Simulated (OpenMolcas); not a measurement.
neutral magnesium: RASPT2 settings compared

```
Program             : OpenMolcas
Basis               : ANO-L-VDZP [4s3p1d]
Scalar Hamiltonian  : non-relativistic, point nucleus
Active space        : 2 electrons in 9 orbitals (RAS2 3s 3p; RAS3 3d, at most 2 electrons)
State averaging     : 2S+1 = 1 even, 6 roots; 2S+1 = 3 even, 3 roots kept (CI in the orbitals of an earlier block); 2S+1 = 1 odd, 3 roots; 2S+1 = 3 odd, 3 roots kept (CI in the orbitals of an earlier block)
Spin-orbit coupling : RASSI with atomic mean-field integrals over the reference wave functions, term energies averaged over their components
```

Methods on the same reference wave functions:
A. RASSCF
B. SS-RASPT2, IPEA 0.5 Eh, no level shift (closed shells correlated: none)
C. SS-RASPT2, IPEA 0.1 Eh, no level shift (closed shells correlated: 2s 2p)
D. XMS-RASPT2, IPEA 0.15 Eh, sigma2 regulariser 0.1 Eh (closed shells correlated: 2s 2p)

Energies in cm⁻¹ above 3s² ¹S₀, the measured ground level; measured values from NIST Handbook of Basic Atomic Spectroscopic Data.

| Level | A | B | C | D | Measured |
| --- | --- | --- | --- | --- | --- |
| 3s² ¹S₀ | 0.0 | 0.0 | 0.0 | 0.0 | 0.0 |
| 3s 3p ³P°₀ | 22971 | 21541 | 21360 | 21290 | 21850 |
| 3s 3p ³P°₁ | 22978 | 21548 | 21368 | 21297 | 21870 |
| 3s 3p ³P°₂ | 22993 | 21563 | 21382 | 21311 | 21911 |
| 3s 3p ¹P°₁ | 36052 | 35561 | 35519 | 35759 | 35051 |
| 3p² ¹D₂ | 53103 | 53665 | 53847 | 54180 |  |

Deviations, from unrounded energies. A percentage is the sum of absolute deviations over the sum of measured energies, with the sign that they share, or ± where signs differ.

```
           Against measurement  Levels     A     B     C     D
mean absolute deviation (cm-1)       4  1100   370   500   610
      other configurations (%)       4  +4.3  ±1.5  ±2.0  ±2.4
```

B lies closest to measurement on these levels and A furthest from it. The largest miss of B in the table is 3s 3p ¹P°₁, by +510 cm-1. The ranking rests on the paired levels alone, and a cruder setting can come out closer through cancelling errors.

Among B to D the level of the table that moves most is 3p² ¹D₂, by 520 cm-1 (lowest in B, highest in D).

The lowest spin-free term lies below A's lowest term by 0.003 hartree in B, 0.007 hartree in C, 0.009 hartree in D.

Terms from blocks run as CI alone lack orbitals of their own. Active for correlation alone: 3d; no level in the range computed is led by a configuration that fills it, so any true level of that kind is missing. Some terms mix strongly with configurations of 3d, whose occupation reaches 0.21 (3p² ¹D). Without dynamic correlation excited terms often stand tens of per cent too high (terms of higher spin than the ground term too low), and those without a measured partner can miss by more than the paired ones (holds for A). Measured partners are found by configuration, term and J. A level has none where our copy of the source lacks it or the pairing is in doubt (some pairs that miss far off the trend of their configuration count as doubtful), and it then counts in no deviation. Only configurations of the active space appear. Levels that lie high or do not pair safely by name in every column are left out.

° marks odd parity.
